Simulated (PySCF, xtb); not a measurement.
IrO₃, SMILES [O]=[Ir](=[O])=[O] (connectivity only; charge and spin as stated), neutral, multiplicity 2.

Harmonic wavenumbers (cm⁻¹) from xtb 6.7.1 with GFN2-xTB at its own minimum, in rising order: 228, 235, 256, 726, 888, 964.

### Question
What does PBE-D3(BJ)/def2-TZVP in PySCF give at its own minimum? (An estimate is asked for; the answer gives what the named calculation found.)

### Answer
148, 199, 278, 869, 910, 962. Paired by order, the mean absolute difference is 51 cm⁻¹ and the zero-point energies are 4.7 and 4.8 kcal/mol.
